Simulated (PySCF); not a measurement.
A mixed set of molecules. Level of theory: TDDFT PBE0/def2-SVPD, vertical, gas phase, core orbitals frozen in the response in PySCF 2.14.0, density-fitted response routines. Geometries: GFN2-xTB; one conformer of each isolated species. Triplets are in the Tamm–Dancoff approximation.

**Question.** Rank by computed LUMO energy, highest first.
A. `COCc1ncsn1`
B. `c1(C(F)(F)F)nncc(F)c1`
C. `C(#N)c1ccpcc1`
D. `C#CPC(C)C`
E. `N#C[C@@H](F)[C@@H](C#N)C(F)(F)F`

**Answer.** D (-0.08 eV), E (-1.28 eV), A (-1.57 eV), B (-2.24 eV), C (-2.57 eV).

```json
{"SMILES": "C#CPC(C)C", "LUMO (eV)": "-0.08", "α (au)": "85.2", "f (S1)": "0.017", "first f ≥ 0.01 (nm)": "232", "S1 (eV)": "5.35", "S1 mainly": "H→L (90%)"}
{"SMILES": "N#C[C@@H](F)[C@@H](C#N)C(F)(F)F", "LUMO (eV)": "-1.28", "α (au)": "66.9", "f (S1)": "0.000", "first f ≥ 0.01 (nm)": "148", "S1 (eV)": "7.31", "S1 mainly": "H→L (60%)"}
{"SMILES": "COCc1ncsn1", "LUMO (eV)": "-1.57", "α (au)": "81.2", "f (S1)": "0.009", "first f ≥ 0.01 (nm)": "215", "S1 (eV)": "4.87", "S1 mainly": "H→L (87%)"}
{"SMILES": "Fc1cnnc(C(F)(F)F)c1", "LUMO (eV)": "-2.24", "α (au)": "71.4", "f (S1)": "0.002", "first f ≥ 0.01 (nm)": "215", "S1 (eV)": "3.59", "S1 mainly": "H→L (98%)"}
{"SMILES": "N#Cc1ccpcc1", "LUMO (eV)": "-2.57", "α (au)": "98.4", "f (S1)": "0.014", "first f ≥ 0.01 (nm)": "268", "S1 (eV)": "4.63", "S1 mainly": "H-1→L (99%)"}
```

H and L stand for HOMO and LUMO.

- `C#CPC(C)C`: Löwdin shares by element: HOMO phosphorus 44%, carbon 43% or more; LUMO carbon 51% or more, phosphorus 25% (atoms not listed hold the other 24%).
- `N#C[C@@H](F)[C@@H](C#N)C(F)(F)F`: Löwdin shares by element: HOMO nitrogen 43%, carbon 31% or more (atoms not listed hold the other 26%); LUMO carbon 36% or more, nitrogen 26% or more, fluorine 12% or more (atoms not listed hold the other 27%).
- `COCc1ncsn1`: Löwdin shares by element: HOMO oxygen 56%, carbon 18% or more, hydrogen 6% or more (atoms not listed hold the other 21%); LUMO nitrogen 32%, carbon 25% or more, sulfur 25% (atoms not listed hold the other 18%).
- `Fc1cnnc(C(F)(F)F)c1`: Löwdin shares by element: HOMO nitrogen 78%, carbon 15% or more; LUMO carbon 50% or more, nitrogen 24% or more (atoms not listed hold the other 27%).
- `N#Cc1ccpcc1`: Löwdin shares by element: HOMO carbon 40% or more, phosphorus 26% (atoms not listed hold the other 34%); LUMO carbon 38% or more, phosphorus 32% (atoms not listed hold the other 29%).
